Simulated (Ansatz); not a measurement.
# Nudged elastic band run: Cl2H2OSn

Input file:

```yaml
crystal:
  periodic: [false, false, false]
  atoms:
    - { symbol: Sn, position_ang: [0.185491, -0.08749, 0.486608] }
    - { symbol: H, position_ang: [-0.253677, 0.106187, 2.099207] }
    - { symbol: O, position_ang: [2.10567, -0.307425, 0.349392] }
    - { symbol: H, position_ang: [2.497877, -0.457837, -0.49829] }
    - { symbol: Cl, position_ang: [-0.43359, 1.74694, -0.815992] }
    - { symbol: Cl, position_ang: [-0.83197, -1.952475, -0.480725] }
basis:
  gaussian: { orbitals: def2-SVP }
hamiltonian:
  xc: hf
neb:
  order_check: false
  images: 9
  f_tol: 0.03
  max_iterations: 60
  spring: 50.0
  final_atoms:
    - { symbol: Sn, position_ang: [-0.7753735, 0.55242398, 0.72048837] }
    - { symbol: H, position_ang: [1.53117354, -1.16350553, 0.75053839] }
    - { symbol: O, position_ang: [1.5236689, -0.22173397, 0.88840907] }
    - { symbol: H, position_ang: [2.00868672, 0.16038705, 0.16380312] }
    - { symbol: Cl, position_ang: [0.08572047, 1.46533365, -1.36690419] }
    - { symbol: Cl, position_ang: [-1.10407513, -1.74500518, -0.01613476] }
  initial_path:
    images:
      - { positions_ang: [[0.185491, -0.08749, 0.486608], [-0.253677, 0.106187, 2.099207], [2.10567, -0.307425, 0.349392], [2.497877, -0.457837, -0.49829], [-0.43359, 1.74694, -0.815992], [-0.83197, -1.952475, -0.480725]] }
      - { positions_ang: [[0.1482437, -0.07147022, 0.38851655], [0.01316967, 0.08757863, 2.00068589], [2.09692955, -0.24190925, 0.40684794], [2.47636335, -0.55200062, -0.29336685], [-0.57776834, 1.78590454, -0.81722969], [-0.88713692, -1.96020307, -0.54525384]] }
      - { positions_ang: [[0.1109964, -0.05545045, 0.2904251], [0.28001634, 0.06897026, 1.90216477], [2.08818909, -0.17639351, 0.46430389], [2.45484969, -0.64616425, -0.08844369], [-0.72194669, 1.82486908, -0.81846739], [-0.94230385, -1.96793114, -0.60978267]] }
      - { positions_ang: [[0.07374911, -0.03943067, 0.19233364], [0.54686302, 0.0503619, 1.80364366], [2.07944864, -0.11087776, 0.52175983], [2.43333604, -0.74032787, 0.11647946], [-0.86612503, 1.86383361, -0.81970508], [-0.99747077, -1.97565921, -0.67431151]] }
      - { positions_ang: [[0.03650181, -0.02341089, 0.09424219], [0.81370969, 0.03175353, 1.70512254], [2.07070819, -0.04536202, 0.57921577], [2.41182239, -0.8344915, 0.32140262], [-1.01030338, 1.90279815, -0.82094277], [-1.05263769, -1.98338727, -0.73884035]] }
      - { positions_ang: [[-0.00074549, -0.00739112, -0.00384926], [1.08055636, 0.01314516, 1.60660143], [2.06196774, 0.02015373, 0.63667171], [2.39030873, -0.92865512, 0.52632577], [-1.15448172, 1.94176269, -0.82218047], [-1.10780462, -1.99111534, -0.80336919]] }
      - { positions_ang: [[-0.15567109, 0.1045719, 0.14101827], [1.1706798, -0.22218498, 1.43538882], [1.95430797, -0.02822381, 0.68701918], [2.31398433, -0.71084669, 0.45382124], [-0.90644128, 1.84647688, -0.93112521], [-1.10705872, -1.94189331, -0.6459223]] }
      - { positions_ang: [[-0.3105967, 0.21653492, 0.28588579], [1.26080323, -0.45751512, 1.26417621], [1.8466482, -0.07660135, 0.73736666], [2.23765993, -0.49303825, 0.38131671], [-0.65840084, 1.75119108, -1.04006996], [-1.10631282, -1.89267128, -0.48847542]] }
      - { positions_ang: [[-0.4655223, 0.32849794, 0.43075332], [1.35092667, -0.69284525, 1.09296361], [1.73898843, -0.12497889, 0.78771413], [2.16133553, -0.27522982, 0.30881218], [-0.41036041, 1.65590527, -1.1490147], [-1.10556693, -1.84344924, -0.33102853]] }
      - { positions_ang: [[-0.6204479, 0.44046096, 0.57562084], [1.44105011, -0.92817539, 0.921751], [1.63132866, -0.17335643, 0.8380616], [2.08501113, -0.05742138, 0.23630765], [-0.16231997, 1.56061946, -1.25795945], [-1.10482103, -1.79422721, -0.17358164]] }
      - { positions_ang: [[-0.7753735, 0.55242398, 0.72048837], [1.53117354, -1.16350553, 0.75053839], [1.5236689, -0.22173397, 0.88840907], [2.00868672, 0.16038705, 0.16380312], [0.08572047, 1.46533365, -1.36690419], [-1.10407513, -1.74500518, -0.01613476]] }
```

Run as:

```bash
$ ansatz run input.yaml --threads 1 --pin off --max-ram 2048MiB --backend cpu --events-out ev --progress --plain --runs-dir out
```

Output, in part (warnings, iteration lines, the closing report on the highest movable image, with atoms numbered from 0):

```
NEB end point (image 0): max|allowed force component| = 7.438e-3 eV/Å (the criterion of neb.relax_end_points is 1.000e-2)
NEB end point (image 10): max|allowed force component| = 1.127e-2 eV/Å (the criterion of neb.relax_end_points is 1.000e-2)
NEB iter   1: max|band force component| = 3.846e1 eV/Å  barrier→ = 8.6515 eV  barrier← = 9.6953 eV  Δτ_max = 0.1985 Å  (331 SCF iters)
NEB iter   2: max|band force component| = 1.638e1 eV/Å  barrier→ = 2.6373 eV  barrier← = 3.6811 eV  Δτ_max = 0.1957 Å  (310 SCF iters)
NEB iter   3: max|band force component| = 8.051e0 eV/Å  barrier→ = 2.7244 eV  barrier← = 3.7681 eV  Δτ_max = 0.1980 Å  (287 SCF iters)
NEB iter   4: max|band force component| = 3.144e0 eV/Å  barrier→ = 2.5071 eV  barrier← = 3.5508 eV  Δτ_max = 0.1951 Å  (268 SCF iters)
NEB iter   5: max|band force component| = 1.130e0 eV/Å  barrier→ = 2.4577 eV  barrier← = 3.5015 eV  Δτ_max = 0.2000 Å  (269 SCF iters)
NEB iter   6: max|band force component| = 6.916e0 eV/Å  barrier→ = 2.5716 eV  barrier← = 3.6153 eV  Δτ_max = 0.1004 Å  (257 SCF iters)
NEB iter   7: max|band force component| = 7.164e-1 eV/Å  barrier→ = 2.6441 eV  barrier← = 3.6878 eV  Δτ_max = 0.2000 Å  (247 SCF iters)
NEB iter   8: max|band force component| = 8.288e-1 eV/Å  barrier→ = 2.8942 eV  barrier← = 3.9380 eV  Δτ_max = 0.0995 Å  (268 SCF iters)
NEB iter   9: max|band force component| = 5.715e-1 eV/Å  barrier→ = 2.8346 eV  barrier← = 3.8783 eV  Δτ_max = 0.1005 Å  (250 SCF iters)
NEB iter  10: max|band force component| = 3.108e-1 eV/Å  barrier→ = 2.8104 eV  barrier← = 3.8541 eV  CI = image 4  Δτ_max = 0.0781 Å  (244 SCF iters)
NEB iter  11: max|band force component| = 2.390e-1 eV/Å  barrier→ = 2.8018 eV  barrier← = 3.8455 eV  CI = image 4  Δτ_max = 0.0498 Å  (249 SCF iters)
NEB iter  12: max|band force component| = 1.546e-1 eV/Å  barrier→ = 2.7951 eV  barrier← = 3.8388 eV  CI = image 4  Δτ_max = 0.0653 Å  (229 SCF iters)
NEB iter  13: max|band force component| = 1.072e-1 eV/Å  barrier→ = 2.7866 eV  barrier← = 3.8304 eV  CI = image 4  Δτ_max = 0.0474 Å  (249 SCF iters)
NEB iter  14: max|band force component| = 5.262e-2 eV/Å  barrier→ = 2.7837 eV  barrier← = 3.8274 eV  CI = image 4  Δτ_max = 0.0331 Å  (235 SCF iters)
NEB iter  15: max|band force component| = 2.614e-2 eV/Å  barrier→ = 2.7825 eV  barrier← = 3.8262 eV  CI = image 4  Δτ_max = 0.0275 Å  (507 SCF iters)
NEB iter  16: max|band force component| = 1.545e-1 eV/Å  barrier→ = 2.7819 eV  barrier← = 3.8257 eV  CI = image 4  Δτ_max = 0.0402 Å  (30 SCF iters)
NEB iter  17: max|band force component| = 1.693e-1 eV/Å  barrier→ = 2.7819 eV  barrier← = 3.8257 eV  CI = image 4  Δτ_max = 0.0160 Å  (251 SCF iters)
NEB iter  18: max|band force component| = 5.576e-2 eV/Å  barrier→ = 2.7818 eV  barrier← = 3.8256 eV  CI = image 4  Δτ_max = 0.0129 Å  (249 SCF iters)
NEB iter  19: max|band force component| = 2.999e-2 eV/Å  barrier→ = 2.7818 eV  barrier← = 3.8256 eV  CI = image 4  Δτ_max = 0.0000 Å  (562 SCF iters)
Total energy: -32871.86412534 eV, -1208.0187252565 hartree
Atom 0 at    -0.231625     0.014200     0.415960 Å, force     0.000289    -0.000148     0.000836 eV/Å
Atom 1 at     0.969996    -0.102984     1.731468 Å, force    -0.000381     0.000125     0.000689 eV/Å
Atom 2 at     1.840997    -0.125440     0.537096 Å, force     0.000476    -0.000333    -0.001056 eV/Å
Atom 3 at     2.561847    -0.645779     0.196864 Å, force    -0.000560     0.000340     0.000136 eV/Å
Atom 4 at    -0.842836     1.780636    -1.002237 Å, force     0.000077    -0.000551    -0.000258 eV/Å
Atom 5 at    -1.028578    -1.872734    -0.738951 Å, force     0.000099     0.000567    -0.000347 eV/Å
Dipole moment:     0.226375    -0.146854     0.495380 e Å
```

The forces met the threshold. The band force fell under the threshold earlier too, but the program's further tests of the path sent the band on. Neighbouring images differ by up to 2.7 eV, so the band resolves the path poorly. Another band between the same ends (9 images) ends at a top of the same energy, where a vibrational analysis finds 1 clearly imaginary mode. The orbitals stay closed-shell, which can raise the energy where a bond breaks towards radicals; this wasn't checked here.

Final band (atoms are numbered from 1 in the order of the input):

```tsv
image	path coordinate (Å)	energy (eV)	Sn1–H2 (Å)	H2–O3 (Å)
0	0.00	0.00	1.68	2.97
1	0.56	0.04	1.68	2.96
2	1.13	0.27	1.68	2.69
3	1.69	1.34	1.68	2.08
4	2.25	2.78	1.79	1.48
5	2.85	0.07	2.20	0.99
6	3.45	-0.80	2.85	0.95
7	4.05	-0.93	3.10	0.95
8	4.65	-0.95	3.08	0.95
9	5.25	-1.01	3.02	0.95
10	5.85	-1.04	2.87	0.95
```

Run time: 4.8 min on 1 thread of Arm Neoverse V2, on a shared host, peak memory 0.19 GiB.
